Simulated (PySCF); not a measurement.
PBE on O- (oxygen, charge -1), [He] 2s2 2p5, 2P determinant. Computed with PySCF 2.14 in dyall-av2z (11s7p2d, 42 functions), with no relativity, point nucleus.

```
cycle= 1 E= -75.0627205173207  delta_E= 0.000116  |g|= 0.156  |ddm|= 0.29
cycle= 2 E= -74.9953106015766  delta_E= 0.0674  |g|= 0.439  |ddm|= 0.361
cycle= 3 E= -75.0743977158611  delta_E= -0.0791  |g|= 0.0645  |ddm|= 0.19
cycle= 4 E= -75.0766140956684  delta_E= -0.00222  |g|= 0.00144  |ddm|= 0.0481
cycle= 5 E= -75.076618347355  delta_E= -4.25e-06  |g|= 0.000337  |ddm|= 0.00372
cycle= 6 E= -75.0766185332072  delta_E= -1.86e-07  |g|= 6.27e-05  |ddm|= 0.000845
cycle= 7 E= -75.0766185350709  delta_E= -1.86e-09  |g|= 3e-06  |ddm|= 4.85e-05
cycle= 8 E= -75.0766185350759  delta_E= -5e-12  |g|= 1.66e-07  |ddm|= 2.84e-06
converged SCF energy = -75.0766185350759  <S^2> = 0.75644667  2S+1 = 2.0064363
```

Highest occupied orbital energy: 2.481 eV; ⟨L²⟩ = 2.03; populations by l: s 4.00, p 5.00, d 0.00.

Can this result be used?

With care. The calculation finished and met its thresholds. At PBE the highest occupied level has a positive energy, so only the finite basis holds that electron; in a semilocal or global hybrid functional this comes from self-interaction and does not mean that the real anion is unbound.
